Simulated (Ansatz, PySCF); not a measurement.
This Ansatz (an electronic-structure program) input computes a r2SCAN/def2-TZVPD energy:

Ansatz 0.2 input:
```yaml
crystal:
  periodic: [false, false, false]
  atoms:
    - {symbol: B, position_ang: [-0.00504885, 0.07027851, -0.02206237]}
    - {symbol: C, position_ang: [1.51726017, -0.31977817, -0.03089669]}
    - {symbol: C, position_ang: [-1.12787398, -0.95318652, 0.40455145]}
    - {symbol: O, position_ang: [-0.31866220, 1.34420214, -0.40592128]}
    - {symbol: H, position_ang: [2.14051365, 0.41035576, -0.54856856]}
    - {symbol: H, position_ang: [1.68309054, -1.30530359, -0.47471906]}
    - {symbol: H, position_ang: [1.87953262, -0.39379791, 1.00119049]}
    - {symbol: H, position_ang: [-2.11204501, -0.50431847, 0.56583324]}
    - {symbol: H, position_ang: [-1.24043476, -1.71361619, -0.37664478]}
    - {symbol: H, position_ang: [-0.85129881, -1.49839539, 1.31096394]}
    - {symbol: H, position_ang: [-1.26113342, 1.53785438, -0.36230162]}
basis:
  gaussian:
    orbitals: def2-TZVPD
hamiltonian:
  xc: {name: r2SCAN}
output: {forces: true}
```

**Question.** Write an input for the same energy in PySCF and say what it gives.

**Answer.** 
```python
from pyscf import gto, scf, dft

mol = gto.M(
    atom='''
    B    -0.00504885    0.07027851   -0.02206237
    C     1.51726017   -0.31977817   -0.03089669
    C    -1.12787398   -0.95318652    0.40455145
    O    -0.31866220    1.34420214   -0.40592128
    H     2.14051365    0.41035576   -0.54856856
    H     1.68309054   -1.30530359   -0.47471906
    H     1.87953262   -0.39379791    1.00119049
    H    -2.11204501   -0.50431847    0.56583324
    H    -1.24043476   -1.71361619   -0.37664478
    H    -0.85129881   -1.49839539    1.31096394
    H    -1.26113342    1.53785438   -0.36230162
    ''',
    basis='def2-tzvpd',
    charge=0,
    spin=0,
    verbose=4,
)

mf = dft.RKS(mol, xc='r2scan').density_fit(auxbasis='def2-universal-jkfit')
mf.grids.level = 4
mf.conv_tol = 1e-9
mf.max_cycle = 100
mf.max_memory = 1500
mf.kernel()
if not mf.converged:
    mf = mf.newton()
    mf.kernel(mf.make_rdm1())
mf.analyze()
```
It gives -180.53515 Eh, and Ansatz -180.53505 Eh, a difference of 0.10 mEh, from the treatment of integrals and grids.
